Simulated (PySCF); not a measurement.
C2H9NSi: full NMR table

```yaml
Formula: C2H9NSi
SMILES: CN[SiH2]C
Point_group_of_the_computed_structure: C1
Degrees_of_unsaturation: 0
Carbon_signals: 2
Proton_signals: 4
```

Structure with atom numbers: `[CH3:1][NH:2][SiH2:3][CH3:4]`. Hydrogens are named by the atom that carries them.

A single conformation, non-relativistic, one averaged value for each set of equivalent atoms, gas phase. GFN2-xTB structure; shielding tensors at PBE0/pcSseg-1 (GIAO); PySCF 2.14.

Scale: 1H (σ = 31.72 ppm) and 13C (σ = 186.93 ppm) and 29Si (σ = 349.16 ppm) against TMS; NH3 for 15N (σ = 267.73 ppm) (reference shieldings calculated alike).

```tsv
carbon	δC, type	δH (multiplicity)	HMBC from (2–3 bonds)	span of the C tensor (ppm)
C1	31.4, CH3	2.69 (s)	H(Si3)	55
C4	-6.0, CH3	0.25 (t)	H(Si3)	20
```

Other nuclei:
```json
{"atoms": "H(Si3)", "nucleus": "1H", "environment": "hydrogen on a silicon bonded to C, N", "δ (ppm)": "4.82", "σ (ppm)": "26.89"}
{"atoms": "H(N2)", "nucleus": "1H", "environment": "hydrogen on a nitrogen bonded to C, Si", "δ (ppm)": "-0.30", "σ (ppm)": "32.02"}
{"atoms": "Si3", "nucleus": "29Si", "environment": "silicon bonded to C, N, 2 H", "δ (ppm)": "-33.8", "σ (ppm)": "382.9"}
{"atoms": "N2", "nucleus": "15N", "environment": "nitrogen bonded to C, Si, H", "δ (ppm)": "15.8", "σ (ppm)": "252.0"}
```

1. Carbon types of the structure: 2 × CH3, leaving 3 H on heteroatoms.
2. δC 31.4: methyl carbon bonded to N; the inductive effect lowers its shielding.
3. δC -6.0: methyl carbon bonded to Si; an electropositive neighbour leaves it electron-rich and shielded.
4. δH 2.69: hydrogen on a methyl carbon bonded to N; its carbon carries N, which withdraws density.
5. δH 0.25: hydrogen on a methyl carbon bonded to Si; an electropositive neighbour shields it, as in TMS itself.
6. δH -0.30: hydrogen on a nitrogen bonded to C, Si; labile proton, position sensitive to the medium.

OH/NH shifts are gas-phase values; hydrogen bonding in solution moves them, usually downfield. Shifts are as computed. Against solution values, carbons near 30 ppm lie about +3 ppm off and those near 130 ppm about +5 ppm (rms about the fit 2.1 ppm; single classes can miss by 10 ppm). Of 1328 compounds with measured shifts, 309 miss one by over three times the rms of a fit or turn the order of signals round; such compounds aren't used in these exercises. Signals without a measured value on file couldn't be tested in this way; 1H shifts scatter by 0.2 ppm about their fit, and single ones miss by 0.5 ppm. Experimental scales use liquid or dissolved standards, which lie at an offset from isolated NH3 (liquid NH3: subtract about 20 ppm). Multiplicities follow the n + 1 count of equivalent neighbours, as no J values were calculated; m marks all less simple cases, F and P coupling included.
